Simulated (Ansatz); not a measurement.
Isolated molecules relaxed with PBE0-D4/def2-TZVP in Ansatz; ΔE leaves out vibrations. CCSD(T)/CBS is the MP2 limit (def2-TZVPP, def2-QZVPP) plus CCSD(T) − MP2 in def2-TZVPP, frozen cores. This one scheme is used for every species. Functionals use def2-TZVPP. B3LYP here is the variant with VWN-RPA as its local correlation; programs differ in this. One conformer a species, not always the lowest.

Reaction (cleavage of the Si–Si bond): `C=C[SiH2][SiH](F)F` + `CO[SiH2]S` → `CO[SiH2]S[SiH](F)F` + `C=C[SiH3]`

CCSD(T)/CBS gives -0.90 eV.

Question: Another level gave -0.88 eV. Which?
A. PBE0-D4/def2-TZVPP
B. r2SCAN/def2-TZVPP
C. B3LYP/def2-TZVPP
D. SCS-MP2/def2-TZVPP

Answer: B. r2SCAN -0.88, SCS-MP2/def2-TZVPP -0.94, B3LYP -0.76, PBE0-D4 -0.82 eV.

Largest T1 diagnostic among the species: 0.013.

From PBE to PBE0 (25 % exact exchange), in def2-TZVPP and without D4, ΔE moves by −0.07 eV. The D4 term adds −0.10 eV with B3LYP and −0.05 eV with PBE0; it sums over pairs of atoms, weighted by their polarisabilities, and B3LYP, whose exchange is more repulsive, gets the larger term.
